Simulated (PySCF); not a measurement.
# Reading the logs of faulty runs: AlB2CH5

These are calculations, not measurements. The program is PySCF 2.14.0, an open-source quantum chemistry code, run on an isolated molecule that a program drew, which may never have been made. The molecule is AlB2CH5 (charge 0, singlet), drawn as the SMILES string `B=[CH][AlH][BH2]`.

Each row is a Hartree-Fock (HF) and frozen-core CCSD(T) single point in the cc-pV(D+d)Z basis, meant for a local HF minimum. Run 1 is clean. Each other run has one planted mistake out of seven kinds, and not every kind appears here: one electron removed, one electron added, multiplicity raised by two, geometry at a saddle point, minimal basis STO-3G, one bond length entered in bohr, all coordinates scaled. The reference is restricted for singlets and unrestricted otherwise, and also for a bond in bohr. Adding or removing an electron swaps singlet and doublet. Electrons count all cores. HOMO and LUMO are orbital energies over both spins, the gradient is its largest component, and the lowest frequency (negative if imaginary) is given only where the gradient is small. Bond lengths are over the 8 bonds as drawn. T1 is the CCSD diagnostic: over 0.02 (restricted) or 0.045 (unrestricted) a single reference is doubtful.

Geometry of the clean run:
```xyz
9
AlB2CH5, angstrom
B    -1.3431    1.1319    0.0878
C    -0.4260    0.6271   -0.7939
Al   -1.2930   -0.5876   -2.0397
B    -3.3990   -1.0436   -2.0002
H    -2.2272    1.4890    0.7785
H     0.6384    0.7921   -0.8947
H    -0.3677   -1.2668   -3.1381
H    -4.2149   -0.4162   -2.6281
H    -3.8567   -1.9626   -1.3681
```

```
run,electrons,basis functions,<S^2>,HOMO (eV),LUMO (eV),gradient (hartree/bohr),lowest frequency (cm^-1),mean bond (Å),longest bond (Å),T1,HF (hartree),CCSD(T) (hartree),mistake
1,34,90,0.000,-9.31,1.33,1.4e-05,71,1.4659,2.155,0.0156,-331.97938,-332.39804,no fault
2,34,90,0.773,-9.56,1.03,2.2e-02,-,1.5968,2.225,0.0668,-331.84939,-332.26807,one bond length entered in bohr
3,33,90,0.767,-14.09,-7.54,8.1e-02,-,1.4659,2.155,0.0203,-331.65842,-332.05043,one electron removed
4,34,90,2.015,-7.54,-0.51,4.7e-02,-,1.4659,2.155,0.0182,-331.89367,-332.30032,multiplicity raised by two
5,34,90,0.000,-9.25,0.60,3.0e-05,-152,1.4672,2.171,0.0151,-331.97843,-332.39698,?
6,35,90,0.762,-0.45,6.30,4.3e-02,-,1.4659,2.155,0.0205,-331.95975,-332.40120,?
```

**Which mistake was planted in run 5, and what did it cost?**

The gradient is small, so the point is stationary, but the lowest frequency is imaginary (-152 cm^-1). So the mistake is: geometry at a saddle point. Subtracting run 1 and multiplying by 627.51 kcal/mol a hartree, the energy moved by 0.6 kcal/mol in HF and 0.7 kcal/mol in CCSD(T).

**Which mistake was planted in run 6, and what did it cost?**

It counts 35 electrons, one more than the clean run, at the same geometry and basis. So the mistake is: one electron added. Subtracting run 1 and multiplying by 627.51 kcal/mol a hartree, the energy moved by 12.3 kcal/mol in HF and -2.0 kcal/mol in CCSD(T).

Cautions from the logs. Run 2: T1 is over the limit, so its CCSD(T) energy is less reliable.
